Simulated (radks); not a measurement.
Results of a calculation; reference values are marked as such.
These are the eigenvalues of the occupied orbitals of an atom or ion with whole-number occupations (eV). Code: a radial shooting solver on a logarithmic mesh with Libxc functionals. Model: scalar-relativistic Kohn-Sham, BLYP, spin-polarised, spherical densities, finite nucleus; Fermi nuclear charge, rms radius of each element as measured or else 0.836 A^(1/3) + 0.57 fm.

1s up: -2433.793
1s down: -2433.437
2s up: -237.2222
2s down: -236.8877
2p up: -182.3723
2p down: -181.9047
3s up: -40.2053
3s down: -37.7572
3p up: -28.7415

Which element is it, and in what charge state? The configuration may be excited. Open shells, if any, are filled with parallel spins first.

Answer. Z = 16, sulfur, charge +2: S2+ in [Ne] 3s2 3p2. The list shows which subshells hold electrons but not how many an open one holds; the 1s level, -89.44 hartree, gives Z - s = 13.4 by -(Z - s)^2/2, which with screening and relativity narrows Z to a few neighbours, and the depths of the outer levels then fix element, charge and occupations together.
